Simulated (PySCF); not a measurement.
# C₆ coefficients of unlike pairs at PBEsol

Calculated with PySCF 2.14 from the dipole response of each species, C₆(A,B) = (3/π) ∫ α_A(iu) α_B(iu) du, in atomic units, from isotropic polarisabilities. For ions this is the dispersion term alone; charge-induced terms of lower order in 1/R come first.

```tsv
species	configuration	basis	relativity	α (bohr³)	C₆ (like pair)
Ni	[Ar] 3d8 4s2 (3F)	dyall-av2z (16s12p7d2f)	none	47.72	375.9
Co²⁺	[Ar] 3d7 (4F)	aug-cc-pVTZ with one added diffuse shell each of s, p, d, f, g type (9s8p6d4f3g)	none	3.703	10.64
Tc³⁺	[Kr] 4d4 (5D)	def2-QZVPPD with the def2 core potential (28 electrons) (7s5p4d4f2g)	core potential	5.629	25.65
V³⁺	[Ar] 3d2 (3F)	aug-cc-pVQZ-DK (9s8p6d4f3g2h)	spin-free X2C	2.300	5.880
```

Problem. Estimate C₆ for Tc³⁺ with Ni.

Solution. The integral gives 78.05. The combination rule 2 C_A C_B / (C_A α_B/α_A + C_B α_A/α_B) gives 73.66 and the geometric mean 98.20.

No spin-orbit coupling is included.

The other pairs:

| pair | C₆ |
| --- | --- |
| Tc³⁺, Co²⁺ | 16.46 |
| Co²⁺, Ni | 50.26 |
| V³⁺, Co²⁺ | 7.854 |
| V³⁺, Ni | 34.17 |
| V³⁺, Tc³⁺ | 12.15 |
